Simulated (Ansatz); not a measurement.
Gas-phase electronic energies from Ansatz, PBE0-D4/def2-TZVP geometries. CCSD(T)/CBS adds triple-zeta CCSD(T) − MP2 to the extrapolated MP2 energy (def2 sets, frozen cores). Functionals use def2-TZVPP. For Zn outer-core shells are correlated without core-valence functions, which leaves a few kJ/mol of doubt a bond. Scalar relativity is left out up to krypton. One conformer a species, not always the lowest.

Consider the redistribution: `[SiH3][O][Zn][Cl]` + `N[Si]N([SiH3])[SiH3]` → `[NH2][Zn][O][SiH3]` + `[SiH3]N([SiH3])[Si]Cl`.

| species | r2SCAN-D4 energy (Eh) |
| --- | --- |
| `[SiH3][O][Zn][Cl]` | -2606.18032 |
| `N[Si]N([SiH3])[SiH3]` | -982.79800 |
| `[NH2][Zn][O][SiH3]` | -2201.90039 |
| `[SiH3]N([SiH3])[Si]Cl` | -1387.05145 |

Question: Work out ΔE.

Answer: ΔE = (-2201.90039) + (-1387.05145) − (-2606.18032) − (-982.79800) = 0.02648 Eh = +16.6 kcal/mol. CCSD(T)/CBS gives +17.7 kcal/mol.

Largest T1 diagnostic among the species: 0.015.

Leaving LDA and LC-ωPBE aside and taking each functional with its dispersion term where it has one, the values, not all of them listed here, spread over 5.7 kcal/mol, from PBE-D4 to BHLYP-D4. From r2SCAN to r2SCAN0 (25 % exact exchange), in def2-TZVPP and without D4, ΔE moves by +1.9 kcal/mol.
